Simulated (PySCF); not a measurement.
BF3, charge -1, multiplicity 2. Atoms are numbered in the order given.

```xyz
4

B      0.0000     0.0000    -0.3728
F      1.1574     0.6682     0.0690
F     -1.1574     0.6682     0.0690
F      0.0000    -1.3365     0.0690
```
Charge -1, spin multiplicity 2.

The structure is a stationary point at B3LYP-D3(BJ)/def2-SVPD.

Computed with PBE/def2-TZVPD run with PySCF.

Isolated molecule, no solvent. A positive occupied level means that this level leaves the electron formally unbound; only the finite basis holds it.

The total energy comes out as -324.37188 hartree and the point group comes out as C3v. The α spin, highest occupied and lowest empty level is 1.92 and 3.84 eV. The β spin, highest occupied and lowest empty level comes out as -3.12 and 3.39 eV and the dipole moment about the centre of nuclear charge comes out as 1.78 D. The mean static polarisability comes out as 72.2 bohr³ (10.70 Å³) and the polarisability, principal values is 66.1, 66.1, 84.3 bohr³. The ⟨S²⟩ comes out as 0.752 (pure state 0.75).
